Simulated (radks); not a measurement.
Results of a calculation; reference values are marked as such.
Problem. Excited configurations of the rubidium ion Rb2+: one electron is placed in a higher orbital outside [Ar] 3d10 4s2 4p4. The ground configuration is [Ar] 3d10 4s2 4p5. Code: a radial shooting solver on a logarithmic mesh with Libxc functionals. Model: Dirac Kohn-Sham, PBE, spin-unpolarised, spherical densities, point nucleus; open shells fill j = l - 1/2 first. Excitation = E - E(ground); binding = E(ion) - E, where the ion is the core of charge +3; n* = 3/sqrt(2 binding) in atomic units, and the quantum defect is n - n*.

outer orbital  excitation (eV)  binding (eV)     n*  quantum defect  eigenvalue (eV)  <r> (bohr)
4f5/2                   31.687         8.096  3.889           0.111           -6.321       5.441
5s1/2                   21.528        18.256  2.590           2.410          -15.295       3.491
5p1/2                   25.239        14.545  2.902           2.098          -12.110       4.074
5d3/2                   30.335         9.449  3.600           1.400           -7.849       5.712
5f5/2                   34.307         5.477  4.728           0.272           -4.497       9.330
6s1/2                   30.143         9.641  3.564           2.436           -8.268       6.554
6p1/2                   31.595         8.189  3.867           2.133           -6.978       7.423
6d3/2                   33.887         5.897  4.557           1.443           -4.994       9.727
7s1/2                   33.817         5.967  4.530           2.470           -5.172       10.55
7p1/2                   34.534         5.250  4.830           2.170           -4.535       11.71
7f5/2                   36.939         2.845  6.560           0.440           -2.447       20.19

Estimate the row for 6f5/2.

Solution. excitation (eV) 35.925; binding (eV) 3.858; n* 5.634; quantum defect 0.366; eigenvalue (eV) -3.264; <r> (bohr) 14.27. The Delta-SCF ionisation energy is 39.784 eV (NIST Atomic Spectra Database: 39.247 eV, semi-empirical). Self-interaction in the functional shifts the binding energies and quantum defects, so they are the method's values and not measured ones. Spin polarisation and multiplet splitting are left out, so open shells lie too high by an amount that depends on their filling.

Beside tabulated values, note that spin-unpolarised runs miss the spin-polarisation part of the exchange energy of open shells.
